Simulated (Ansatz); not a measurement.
Computed with Ansatz on PBE0-D4/def2-TZVP structures; ΔE is electronic, products minus reactants. CCSD(T)/CBS adds triple-zeta CCSD(T) − MP2 to the extrapolated MP2 energy (def2 sets, frozen cores). This one scheme is used for every species. Functionals use def2-TZVPP. HSE06 is defined as in plane-wave codes. Elements past krypton have def2 core potentials. For In outer-core shells are correlated without core-valence functions, which leaves a few kJ/mol of doubt a bond.

`N#[C][In]([Cl])[Cl]` + H–F → `[F][In]([Cl])[Cl]` + `C#N`  (ligand exchange at the In–C bond)

`N#[C][In]([Cl])[Cl]`:

```xyz
5

N    -1.719   -0.924    1.782
C    -0.968   -0.522    1.006
In    0.390    0.209   -0.404
Cl    0.441    2.436   -0.930
Cl    1.856   -1.199   -1.455
```

H–F:

```xyz
2

F    -0.021   -0.453    0.075
H     0.021    0.453   -0.075
```

`[F][In]([Cl])[Cl]`:

Cartesian coordinates in Å:
```
F 1.365 1.214 -0.748
In 0.033 0.029 -0.018
Cl -2.010 0.919 0.489
Cl 0.612 -2.162 0.277
```

`C#N`:

Cartesian coordinates in Å:
```
C -0.024 -0.010 -0.001
N 1.033 0.432 0.042
H -1.009 -0.422 -0.042
```

| level | ΔE (kJ/mol) | difference from CCSD(T)/CBS |
| --- | --- | --- |
| revPBE-D4 | -26.5 | -8.3 |
| HSE06-D4 | -18.3 | -0.1 |
| ωB97X-V | -25.8 | -7.6 |
| ωB97M-V | -21.8 | -3.6 |
| PBE-QIDH | -13.6 | 4.6 |
| PBE | -29.2 | -11.0 |
| revPBE | -30.5 | -12.3 |
| BLYP | -39.8 | -21.6 |
| HF/def2-SVP | -26.8 | -8.6 |
| MP2/def2-SVP | -27.8 | -9.6 |
| CCSD(T)/def2-SVP | -26.0 | -7.8 |
| HF/def2-TZVPP | -25.0 | -6.8 |
| HF/def2-QZVPP | -27.6 | -9.4 |
| MP2/def2-QZVPP | -12.6 | 5.6 |
| MP2/CBS(def2) | -14.8 | 3.4 |
| CCSD/CBS(def2) | -19.3 | -1.1 |
| CCSD(T)/CBS | -18.2 | 0 |

Largest T1 diagnostic among the species: 0.014.

In def2-TZVPP, CCSD(T) changes the Hartree–Fock value by +14.2 kJ/mol (the triples alone add +1.1 kJ/mol) and MP2 by +17.6 kJ/mol. From PBE to PBE0 (25 % exact exchange), in def2-TZVPP and without D4, ΔE moves by +8.1 kJ/mol. At CCSD(T), def2-SVP lies −7.8 kJ/mol from the extrapolated value and def2-TZVPP +7.4 kJ/mol.
